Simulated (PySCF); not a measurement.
TaO2Cl, SMILES [O]=[Ta](=[O])[Cl], multiplicity 1.

Coordinates come from a PBE0-D3(BJ)/def2-SVP optimisation. The multiplicity is an assumed one; other spin states were not compared. The def2 effective core potentials stand for the cores of Ta; spin–orbit coupling is left out.

Calculation: B3LYP/def2-TZVPD (PySCF).

Isolated molecule, no solvent.

Q: Estimate the frontier levels, gap, dipole moment and polarisability. (An estimate is asked for; the answer gives what the named calculation found.)

A: 
```
Item                                                                                                            Result
---------------------------------------------------------------------------------------------  -----------------------
highest occupied level                                                                                        -8.24 eV
lowest empty level                                                                                            -4.47 eV
orbital gap                                                                                                    3.77 eV
dipole moment                                                                                                   5.57 D
quadrupole, principal values (traceless, Buckingham form, about the centre of nuclear charge)  -7.36, -5.99, 13.35 D·Å
mean static polarisability                                                                        56.6 bohr³ (8.39 Å³)
polarisability, principal values                                                                41.6, 59.6, 68.6 bohr³
```
